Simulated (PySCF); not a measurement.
Rigid-rotor lines calculated for a species of formula C5H5ClO (commonest isotopes; PySCF, B3LYP/cc-pVDZ geometry optimisation, gas phase), labelled J(Ka,Kc):

```
     transition     MHz
2(1,1) ← 1(1,0)  4702.4
1(1,1) ← 0(0,0)  5143.9
2(1,2) ← 1(1,1)  4129.5
1(0,1) ← 0(0,0)  2208.0
2(0,2) ← 1(0,1)  4396.0
```

Q: Find the rotational constants.

A: 1(0,1) ← 0(0,0) is B + C, 2(1,1) ← 1(1,0) is 3B + C and 2(1,2) ← 1(1,1) is B + 3C, so B − C is half the difference of the last two, 286.4 MHz. 1(1,1) ← 0(0,0) is A + C. A = 4183.2, B = 1247.2, C = 960.8 MHz.

Q: What moments of inertia, asymmetry and inertial defect follow?

A: I = 505379 MHz·u·Å² over each constant: Ia = 120.81, Ib = 405.21, Ic = 526.01 u·Å²; κ = (2B − A − C)/(A − C) = -0.822 (asymmetric top); Δ = Ic − Ia − Ib = -0.01 u·Å².

Q: Which dipole components do these lines need?

A: μa and μb (a-type: ΔKa even, ΔKc odd; b-type: both odd). The calculation gives |μa| = 3.44 D, |μb| = 0.77 D, |μc| = 0.00 D.

Q: Where do these fall, and of which type are they? 3(2,2) ← 2(1,1); 3(1,2) ← 3(0,3); 3(2,2) ← 2(2,1); 2(0,2) ← 1(1,1); 3(3,0) ← 3(2,1); 2(2,0) ← 1(1,1); 3(3,1) ← 3(2,2); 2(2,1) ← 1(1,0); 2(2,1) ← 2(1,2).

A: 
| transition | MHz | type | branch |
| --- | --- | --- | --- |
| 2(0,2) ← 1(1,1) | 1460 | b | R |
| 3(1,2) ← 3(0,3) | 4025 | b | Q |
| 3(2,2) ← 2(2,1) | 6624 | a | R |
| 2(2,1) ← 2(1,2) | 9667 | b | Q |
| 2(2,1) ← 1(1,0) | 13510 | b | R |
| 2(2,0) ← 1(1,1) | 13817 | b | R |
| 3(3,0) ← 3(2,1) | 15310 | b | Q |
| 3(3,1) ← 3(2,2) | 15408 | b | Q |
| 3(2,2) ← 2(1,1) | 15432 | b | R |

Q: Which structure gave them?

A: `C=C/C(Cl)=C/C=O`, point group Cs. Three constants can't fix a structure by themselves; this is the one that was computed:
```
atom  x, y, z in Å
C1     2.764   -2.375    3.027
C2     1.844   -2.179    2.070
C3     0.441   -2.579    2.109
Cl4   -0.108   -3.398    3.572
C5    -0.413   -2.346    1.084
C6    -1.836   -2.709    1.009
O7    -2.518   -2.465    0.031
H8     3.789   -2.031    2.882
H9     2.522   -2.877    3.965
H10    2.127   -1.672    1.142
H11   -0.020   -1.834    0.201
H12   -2.259   -3.225    1.901
```

The values belong to one conformer (point group Cs) with, in the numbering `[CH2:1]=[CH:2]/[C:3]([Cl:4])=[CH:5]/[CH:6]=[O:7]`, C1–C2–C3–Cl4 0°, C3–C5–C6–O7 -179°. No frequency check. No vibrational averaging or centrifugal distortion is included, and the geometry carries the error of its method. Quadrupole hyperfine structure (35Cl) is left out.
